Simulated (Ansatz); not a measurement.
`C[CH]([GeH3])C#N` + HCl → `[Cl][GeH3]` + `CCC#N`  (ligand exchange at a Ge–C bond)

Program: Ansatz. Geometries: PBE0-D4/def2-TZVP. ΔE: electronic, gas phase. CCSD(T)/CBS is the MP2 limit (def2-TZVPP, def2-QZVPP) plus CCSD(T) − MP2 in def2-TZVPP, frozen cores. This one scheme is used for every species. DFT in def2-TZVPP. B3LYP here is the variant with VWN-RPA as its local correlation; programs differ in this. For Ge outer-core shells are correlated without core-valence functions, which leaves a few kJ/mol of doubt a bond. Scalar relativity is left out up to krypton.

```csv
level,ΔE (kJ/mol)
B2PLYP,-93.8
PBE0,-94.1
B3LYP,-99.6
SCS-MP2/def2-TZVPP,-86.4
CCSD/def2-TZVPP,-85.8
SCS-MP2/def2-QZVPP,-87.5
MP2/CBS(def2),-81.3
CCSD/CBS(def2),-86.4
```

(1) What does CCSD(T)/CBS give? (An estimate is asked.)

Largest T1 diagnostic among the species: 0.012.

Answers

(1) Computed: -82.6 kJ/mol. The listed levels differ from it by -11.2, -11.5, -17.0, -3.8, -3.2, -4.9, 1.3, -3.8 kJ/mol.

From PBE to PBE0 (25 % exact exchange), in def2-TZVPP and without D4, ΔE moves by −3.4 kJ/mol. In def2-TZVPP, CCSD(T) changes the Hartree–Fock value by +34.2 kJ/mol (the triples alone add +3.7 kJ/mol) and MP2 by +35.5 kJ/mol. The D4 term adds +8.6 kJ/mol with B3LYP and +4.9 kJ/mol with PBE0; it sums over pairs of atoms, weighted by their polarisabilities, and B3LYP, whose exchange is more repulsive, gets the larger term.
